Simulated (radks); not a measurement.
Results of a calculation; reference values are marked as such.
Q: Successive ionisation energies (eV) of one element, from differences of total energies of ions in their ground configurations, starting at charge 0: 7.250, 20.788, 34.701, 50.090, 66.719, 84.435, 103.13, 123.68, 144.23, 165.59, 187.69, 269.94, 295.01, 320.55, 346.51, 380.73, 407.99, 473.89, 502.73, 883.55, 948.52, 1015.1. Level of theory: Dirac Kohn-Sham, exchange-only PBE, spin-unpolarised, spherical densities, finite nucleus; open shells fill j = l - 1/2 first; Fermi nuclear charge, rms radius 4.5454 fm (a radial shooting solver on a logarithmic mesh with Libxc functionals). Which element is it?

A: Silver (Z = 47). The first species listed is Ag in [Kr] 4d10 5s1, the last Ag21+ in [Ar] 3d8.
